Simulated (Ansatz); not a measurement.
`CN(C)B(N)N`, charge 0, multiplicity 1.

Problem. Give a relaxed structure at PBE0-D4/def2-TZVP (Ansatz 0.2.0). (An estimate is asked.)

Solution. Computed: 
Z-matrix (Å, degrees):
```
C
N 1 1.436
H 1 1.090 2 110.8
H 1 1.100 2 112.4 3 -121.5
H 1 1.099 2 110.9 3 118.7
C 2 1.436 1 113.3 3 -169.2
B 2 1.430 1 123.3 3 11.0
H 6 1.090 2 110.8 1 -169.4
H 6 1.100 2 112.4 1 69.1
H 6 1.099 2 110.9 1 -50.6
N 7 1.430 2 120.4 1 -167.2
N 7 1.430 2 120.4 1 12.7
H 11 1.003 7 122.7 2 23.1
H 11 1.003 7 121.6 2 -177.1
H 12 1.003 7 121.6 2 -177.0
H 12 1.003 7 122.7 2 23.1
```
Point group C2.
This is one stationary point; other conformers may exist.
